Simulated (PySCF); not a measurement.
Computed shifts of a molecule C₂H₁₀O₂Si₂, PBE0/pcSseg-1 run with PySCF, GIAO, gas phase, atoms alike by connectivity averaged where their shifts nearly agree, in ppm (number of nuclei): ¹³C: 54.8 (1), -5.7 (1). ²⁹Si: -10.3 (1), -72.3 (1). ¹H: 5.06 (1), 4.12 (3), 3.98 (3), 2.02 (1), 0.23 (1), -0.05 (1). References: ¹³C against TMS (σ = 186.3 ppm); ¹⁷O against H2O (σ = 334.2 ppm); ²⁹Si against TMS (σ = 352.7 ppm); ¹H against TMS (σ = 31.56 ppm), references at their B3LYP-D3(BJ)/def2-TZVP geometries, non-relativistic. Geometry optimised at B3LYP-D3(BJ)/def2-SVP. The values are those of a single conformer.

Question: Pick the molecule that these values belong to.
(A) CO[Si@@H](O)C[SiH3]
(B) O[SiH2][C@@H](O)C[SiH3]
(C) CC([SiH2]O)[SiH2]O
(D) OC[SiH2]C[SiH2]O

Answer: A, CO[Si@@H](O)C[SiH3]
